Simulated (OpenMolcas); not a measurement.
## Lines of Ti2+: computed and rescaled rates

- Program: OpenMolcas
- Method: SS-RASPT2, IPEA 0.25 Eh, imaginary shift 0.1 Eh (closed shells correlated: 3s)
- Basis: ANO-RCC-VTZP [6s5p3d2f1g]
- Scalar Hamiltonian: DKH2, point nucleus
- Active space: 8 electrons in 8 orbitals (RAS1 3p, at most 2 holes; RAS2 3d)
- State averaging: 2S+1 = 3 even, 10 roots; 2S+1 = 1 even, 15 roots
- Spin-orbit coupling: RASSI with atomic mean-field integrals over the reference wave functions, term energies averaged over their components

Rates come from the transition moments of the reference wave functions (E1 and E2 in the length form). At fixed line strength A goes as λ^-3 for E1 and M1 and as λ^-5 for E2, so a rate at the computed wavelength can be rescaled to the measured one. Measured vacuum wavelengths follow from level energies in Corliss and Sugar, J. Phys. Chem. Ref. Data 8, 1 (1979). Branching counts decays inside the model space alone, at computed energies, and the table is only a selection of the E2 and M1 lines, drawn from those between levels with measured partners whose computed energy lies within a factor of 1.5 of the measured one.

| Upper | Lower | Type | λ computed (nm) | λ measured (nm) | A computed (s-1) | A rescaled (s-1) | Branching % |
| --- | --- | --- | --- | --- | --- | --- | --- |
| 3d² ¹S₀ | 3d² ¹D₂ | E2 | 432.8 | 416.6 | 4.78e+00 | 5.78e+00 | 97.1 |
| 3d² ¹S₀ | 3d² ³P₁ | M1 | 484.3 | 457.2 | 1.20e-01 |  | 2.4 |
| 3d² ³P₀ | 3d² ³F₂ | E2 | 908.5 | 948.9 | 4.34e-02 | 3.49e-02 | 100.0 |
| 3d² ³P₂ | 3d² ³F₄ | E2 | 931.1 | 970.8 | 2.93e-02 | 2.38e-02 | 67.2 |
| 3d² ³P₁ | 3d² ³F₃ | E2 | 920.3 | 959.8 | 2.71e-02 | 2.20e-02 | 61.6 |
| 3d² ³P₁ | 3d² ³F₂ | E2 | 902.5 | 943.1 | 1.49e-02 | 1.20e-02 | 33.9 |
| 3d² ¹D₂ | 3d² ³F₃ | M1 | 1190 | 1206 | 1.31e-02 |  | 64.7 |
| 3d² ¹G₄ | 3d² ³F₄ | M1 | 702.2 | 715.5 | 9.20e-03 |  | 59.0 |
| 3d² ³P₂ | 3d² ³F₃ | E2 | 907.6 | 949.1 | 8.66e-03 | 6.93e-03 | 19.8 |
| 3d² ¹D₂ | 3d² ³F₂ | M1 | 1160 | 1180 | 7.09e-03 |  | 35.0 |
| 3d² ¹G₄ | 3d² ³F₃ | M1 | 688.8 | 703.6 | 5.85e-03 |  | 37.5 |
| 3d² ³P₂ | 3d² ¹D₂ | M1 | 3829 | 4449 | 4.14e-03 |  | 9.5 |
| 3d² ³P₁ | 3d² ¹D₂ | M1 | 4066 | 4695 | 1.93e-03 |  | 4.4 |
| 3d² ³P₂ | 3d² ³F₂ | E2 | 890.3 | 932.7 | 1.35e-03 | 1.07e-03 | 3.1 |
| 3d² ¹G₄ | 3d² ¹D₂ | E2 | 1636 | 1688 | 5.03e-04 | 4.30e-04 | 3.2 |
| 3d² ³F₄ | 3d² ³F₃ | M1 | 36000 | 42460 | 4.35e-04 | 2.65e-04 | 100.0 |
| 3d² ³F₃ | 3d² ³F₂ | M1 | 46600 | 54080 | 2.55e-04 | 1.63e-04 | 100.0 |

Spin-changing lines and M1 lines between different terms are not rescaled, since their strength hangs on the term gaps too.

The largest correction is for 3d² ³F₄ → 3d² ³F₃ (M1): 4.35e-04 × (36000 / 42460)^3 = 2.65e-04 s-1, a factor of 0.61.

These are rates of the free ion; in crystals, glasses and complexes forced electric-dipole and non-radiative decay shorten such lifetimes by orders of magnitude. No measured rate stands beside these. Rescaling mends the energy factor alone: line strengths can still be far off where a level mixes with configurations outside the active space, and weak or spin-changing lines hang on small mixing coefficients that depend on the term gaps too, so rescaling need not improve them.

CASPT2 breaks the degeneracy within a term, and the mean is taken; among the terms shown or strongly mixed into the levels shown the widest spread is 410 cm-1 (3d² ¹G). Active for correlation alone: 3p; no level in the range computed is led by a configuration that opens it, so any true level of that kind is missing. Computed and measured levels are paired by configuration, term and J; levels that our copy of the source lacks, or whose pairing is in doubt (as where it misses far off the trend of its configuration), stay unpaired. Levels of configurations outside the active space are missing.
